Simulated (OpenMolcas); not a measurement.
**Au IV: effect of the basis set**

| Property | Result |
| --- | --- |
| Program | OpenMolcas |
| Method | SS-CASPT2, IPEA 0.25 Eh, imaginary shift 0.1 Eh (closed shells correlated: 5s 5p) |
| Active space | 8 electrons in 5 orbitals (5d) |
| State averaging | 2S+1 = 3 even, 10 roots; 2S+1 = 1 even, 15 roots |
| Spin-orbit coupling | state interaction with AMFI integrals over the reference wave functions, term energies averaged over their components |

A. ANO-R1 [7s5p4d2f], X2C, finite nucleus; CASPT2 step of the order of 1.7 core-seconds
B. ANO-RCC-VDZP [7s6p4d2f], DKH2, point nucleus; CASPT2 step roughly 2.7 core-seconds
C. ANO-R2 [8s6p5d3f1g], X2C, finite nucleus; CASPT2 step roughly 8 core-seconds
D. ANO-RCC-VTZP [8s7p5d3f1g], DKH2, point nucleus; CASPT2 step of the order of 4 core-seconds
E. ANO-RCC-VQZP [9s8p6d4f2g1h], DKH2, point nucleus; CASPT2 step of the order of 19 core-seconds
F. ANO-R3 [9s7p6d4f2g2h], X2C, finite nucleus; CASPT2 step of the order of 13 core-seconds

Energies in cm⁻¹ above 5d⁸ ³F₄, the measured ground level; measured values from Zainab et al., Astrophys. J. Suppl. Ser. 267, 12 (2023).

```csv
Level,A,B,C,D,E,F,Measured
5d⁸ ³F₄,0.0,0.0,0.0,0.0,0.0,0.0,0.0
5d⁸ ³F₃,13010,13160,12290,12500,12390,12560,12294
5d⁸ ³P₂ [52 %],20380,20690,18810,19090,18950,19110,
5d⁸ ³P₀,21000,21370,19500,19640,19550,19540,18185
5d⁸ ³P₁,25020,25440,22770,23090,22950,23070,21490
5d⁸ ¹G₄,28250,28690,26440,26660,26390,26420,25702
5d⁸ ¹S₀,57660,58440,56060,56270,55950,56060,55278
```

Deviations, from unrounded energies. A percentage is the sum of absolute deviations over the sum of measured energies, with the sign that they share, or ± where signs differ.

```csv
Against measurement,Levels,A,B,C,D,E,F
mean absolute deviation (cm-1),5,2400,2800,820,1000,860,940
fine structure of the ground term (%),1,+5.8,+7.0,-0.0,+1.7,+0.7,+2.2
other terms of the ground configuration (%),4,+9.3,+11.0,+3.4,+4.1,+3.5,+3.7
```

C, E lie about equally close to measurement and B furthest from it. The largest miss of C in the table is 5d⁸ ³P₀, by +1300 cm-1. The ranking rests on the paired levels alone, and a cruder setting can come out closer through cancelling errors.

The two smallest mean deviations differ by little beside CASPT2's spread within terms, so their order carries little weight.

Among A to F the level of the table that moves most is 5d⁸ ³P₁, by 2700 cm-1 (lowest in C, highest in B). Moves below CASPT2's spread within the term are not significant.

CASPT2 does not keep the components of a term degenerate, so their means are used; among the terms shown or strongly mixed into the levels shown the widest spread is 760 cm-1 (5d⁸ ¹G, E). Some terms miss by over 15 % even with CASPT2, which points to a basis or an active space too small for the shells correlated (holds for A; B). The basis is small and was not contracted for so high a charge (holds for A; B). Measured partners are found by configuration, term and J. A level has none where our copy of the source lacks it or the pairing is in doubt (some pairs that miss far off the trend of their configuration count as doubtful), and it then counts in no deviation. Levels of configurations outside the active space are missing. Levels that lie high or do not pair safely by name in every column are left out.

A share in square brackets marks a mixed level and gives the weight of the term that names it, the lowest over the columns.
